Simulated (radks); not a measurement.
The tellurium anion Te- inside a hard spherical wall (all orbitals vanish at R), configuration held at [Kr] 4d10 5s2 5p5 and not refilled when levels cross. Calculated with a radial shooting solver on a logarithmic mesh with Libxc functionals: scalar-relativistic Kohn-Sham, PBE, spin-polarised, spherical densities, point nucleus; open shells are filled with parallel spins first (spin-orbit coupling, left out, can overturn this in heavy ions). Eigenvalues in eV for spin up, with the zero of energy where the potential of the charges vanishes at infinity; a dash marks a level that is unbound or too diffuse for the functional's potential to be trusted. A positive occupied level is held by the wall or, in an anion where self-interaction has pushed it up, behind a barrier. The pressure on the wall is -dE/dV.

R (bohr),E (hartree),kinetic (hartree),e(4p),e(4d),e(5s),e(5p),"e(6s, empty)","e(5d, empty)",pressure (GPa)
20,-6794.58240,7119.153,-107.22,-34.482,-8.474,0.190,2.244,2.856,< 0.0001
7,-6794.54871,7119.329,-105.73,-33.003,-7.227,1.374,8.247,9.387,1.48
6,-6794.49398,7119.590,-104.38,-31.675,-6.190,2.462,12.019,11.769,5.82
5,-6794.32475,7120.338,-101.57,-28.914,-4.069,4.872,19.935,16.219,27.3
4,-6793.72033,7122.739,-95.421,-22.955,0.887,10.895,38.868,26.074,163
3.5,-6792.89469,7125.758,-89.875,-17.646,6.061,17.325,58.348,35.927,451
3,-6791.05724,7132.166,-81.151,-9.374,15.749,29.308,93.047,53.337,1430
2,-6772.83032,7192.508,-36.305,34.979,91.247,117.76,311.34,163.95,27600
